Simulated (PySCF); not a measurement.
C10H12N2, SMILES Cn1cccc1-c1cccn1C.

Geometry: B3LYP-D3(BJ)/def2-SVP. Other conformers were not sampled.

All values below come from CAM-B3LYP/def2-SVP in PySCF.

Symmetry labels are those of the subgroup C2 that the program uses (full group C2).

Computed valence orbital energies around the gap with their symmetry:
| orbital | symmetry | energy (eV) |
|---|---|---|
| HOMO−7 | B | -12.00 |
| HOMO−6 | A | -11.72 |
| HOMO−5 | B | -11.71 |
| HOMO−4 | A | -11.53 |
| HOMO−3 | A | -8.10 |
| HOMO−2 | A | -7.95 |
| HOMO−1 | B | -7.89 |
| HOMO | B | -6.39 |
| LUMO | A | 1.42 |
| LUMO+1 | B | 2.80 |
| LUMO+2 | A | 2.84 |
| LUMO+3 | B | 3.10 |
